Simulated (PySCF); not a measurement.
Compound: trimethylchlorosilane, C₃H₉ClSi.
Numbering: `[CH3:1][Si:2]([CH3:3])([CH3:4])[Cl:5]` (hydrogens: H6, H7, H8 on C1; H9, H10, H11 on C3; H12, H13, H14 on C4)

Geometry (PBE0-D3(BJ)/def2-TZVP, Å), atoms numbered from 1 in this order:
```xyz
14
C3H9ClSi angstrom
C     -0.2650    1.6456   -0.6358
Si     0.1724    0.1233    0.3429
C      1.4144   -0.9336   -0.5560
C     -1.3450   -0.8517    0.8048
Cl     1.0642    0.7580    2.1111
H     -0.7556    1.3680   -1.5732
H     -0.9448    2.2889   -0.0728
H      0.6290    2.2246   -0.8768
H      1.6914   -1.8039    0.0427
H      0.9991   -1.2886   -1.5037
H      2.3228   -0.3674   -0.7727
H     -1.8691   -1.1891   -0.0941
H     -2.0355   -0.2453    1.3948
H     -1.0772   -1.7319    1.3937
```

All values: wB97X-D/pcSseg-2 (PySCF, non-relativistic), on one gas-phase PBE0-D3(BJ)/def2-TZVP geometry that isn't relaxed in the solvent. The solvent is an IEF-PCM continuum (Bondi radii, 1.10 Å for H, scaled by 1.2). Specific hydrogen bonds and non-electrostatic terms are outside this model.

Gas phase at wB97X-D/pcSseg-2: HOMO -10.25 eV, LUMO 1.97 eV, dipole 2.36 D.

Task: What does the continuum do to the energy, the frontier levels and the dipole at wB97X-D/pcSseg-2 in chloroform?

Result: 
```csv
solvent,ε,E(solvent) − E(gas) (kcal/mol),polarisation term (kcal/mol),distortion of the solute (kcal/mol),HOMO (eV),LUMO (eV),dipole (D)
chloroform,4.711,-2.21,-2.46,0.25,-10.22,2.19,2.90
```

The first energy column is the sum of the next two and covers electrostatics alone.

Task: Which radius a makes the point-dipole formula ΔE = −[(ε − 1)/(2ε + 1)]·μ²/a³ give the value in chloroform, with the gas-phase dipole?

Result: μ = 0.927 au and |ΔE| = 0.00352 Eh give a = 2.34 Å; the farthest nucleus lies 2.48 Å from the centroid of the nuclei, so such a sphere wouldn't even hold the nuclei. The formula assumes a rigid point dipole at the centre of a sphere.

Task: Give the dipole vector in the frame of the coordinates (D, pointing from negative to positive charge), gas and chloroform.

Result: Gas (-1.01, -0.72, -2.00), solvent (-1.24, -0.88, -2.46). Its length changes by +23 % and its direction by less than 1°.

The pairwise dispersion term of wB97X-D wasn't added to the energies; at a given geometry it leaves orbitals and properties as they are.
